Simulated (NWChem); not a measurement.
System meant: BAsH₃OF; SMILES OB(F)[AsH2]

Input file for NWChem:

```
start job
memory heap 200 mb stack 900 mb global 1100 mb
geometry units angstroms noautoz
  B      0.006418     1.055691     0.003601
  As     0.010413    -1.015852    -0.049208
  H     -0.824133    -1.104113     1.237431
  H      1.337964    -1.137113     0.723322
  F     -1.179049     1.675697    -0.004759
  O      1.104834     1.851964    -0.047960
  H      1.936051     1.347567    -0.019136
end
basis spherical
  * library def2-svp
end
dft
  xc b3lyp
  iterations 4
  mulliken
end
task dft energy
```

End of the output:

```
    Atom       Charge   Shell Charges
 -----------   ------   -------------------------------------------------------
    1 B    5     5.25   1.96  0.52  0.27  1.36  0.69  0.44
    2 As  33    32.85   2.00  2.00  1.95  0.99  0.52  5.99  5.80  1.67  1.79  7.81  2.04  0.29
    3 H    1     1.02   0.61  0.38  0.04
    4 H    1     1.05   0.61  0.39  0.04
    5 F    9     8.97   1.98  0.99  0.71  3.21  2.08  0.01
    6 O    8     7.98   1.97  0.85  0.55  2.71  1.86  0.02
    7 H    1     0.88   0.55  0.16  0.17

 center of mass
 --------------
 x =  -0.05711121 y =  -0.08327391 z =  -0.03695540

 moments of inertia (a.u.)
 ------------------
         729.689283653017          -0.000000000000           0.000000000000
          -0.000000000000         194.075752856133           0.000000000000
           0.000000000000           0.000000000000         907.902198067321

     Multipole analysis of the density
     ---------------------------------

     L   x y z        total         alpha         beta         nuclear
     -   - - -        -----         -----         ----         -------
     0   0 0 0     -0.000000    -29.000000    -29.000000     58.000000

     1   1 0 0      0.734568      0.367284      0.367284      0.000000
     1   0 1 0     -0.402320     -0.201160     -0.201160     -0.000000
     1   0 0 1      0.141866      0.070933      0.070933      0.000000

     2   2 0 0    -23.668031    -62.791738    -62.791738    101.915444
     2   1 1 0      1.152627     -2.807916     -2.807916      6.768460
     2   1 0 1     -0.224157     -0.054402     -0.054402     -0.115352
     2   0 2 0    -30.890335   -187.937121   -187.937121    344.983907
     2   0 1 1     -0.599089      1.923909      1.923909     -4.446906
     2   0 0 2    -26.086353    -16.868658    -16.868658      7.650964

 ------------------------------------------------------------------------
 dft energy failed                                                                                  0
 ------------------------------------------------------------------------
 ------------------------------------------------------------------------
  current input line :
    20: task dft energy
 ------------------------------------------------------------------------
 ------------------------------------------------------------------------
 This type of error is most commonly associated with calculations not reaching convergence criteria
 ------------------------------------------------------------------------
 For more information see the NWChem manual at https://nwchemgit.github.io

0:dft energy failed:Received an Error in Communication
```

### Question
What is wrong, and how is it mended?

### Answer
Convergence was not reached. Cause: the SCF was allowed too few iterations. This input runs:
```
start job
memory heap 200 mb stack 900 mb global 1100 mb
geometry units angstroms noautoz
  B      0.006418     1.055691     0.003601
  As     0.010413    -1.015852    -0.049208
  H     -0.824133    -1.104113     1.237431
  H      1.337964    -1.137113     0.723322
  F     -1.179049     1.675697    -0.004759
  O      1.104834     1.851964    -0.047960
  H      1.936051     1.347567    -0.019136
end
basis spherical
  B library def2-svp
  As library def2-svp
  H library def2-svp
  F library def2-svp
  O library def2-svp
end
dft
  xc b3lyp
  iterations 150
  mulliken
end
task dft energy
```
It converges to -2437.32198 Ha (B3LYP/def2-SVP).
